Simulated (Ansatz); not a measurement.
A structure relaxed at PBE-D4/def2-SVP in Ansatz, charge 0, singlet:

```csv
atom,x (Å),y (Å),z (Å)
W1,-0.220,0.263,0.406
O2,-0.695,-1.472,-0.457
O3,-0.027,-0.892,-1.614
O4,-0.967,1.104,1.690
O5,-0.355,0.526,-1.567
H6,1.275,1.073,0.305
H7,0.990,-0.602,1.236
```

Problem. Give its formula and point group.

Solution. the cluster WO₄H₂. Point group Cs (tolerance 0.1 Å).

Problem. Summarise the bond lengths by kind (pairs closer than 1.2 times the sum of covalent radii, bridged metal pairs left out).

Solution. 4 × O–W 1.71 to 2.33 Å; 2 × O–O 1.46 Å; 2 × H–W 1.70 Å. The metal has 6 neighbours: O 1.99 Å, O 2.33 Å, O 1.71 Å, O 1.99 Å, H 1.70 Å, H 1.70 Å.

In the def2 sets W takes a core potential; there is no spin–orbit coupling. The structure holds 2 bonds between oxygen atoms, so isomers without such links may lie far lower. Another isomer (singlet) lies 4.78 eV lower at PBE0-D4/def2-TZVP; other spin states weren't run for this one.
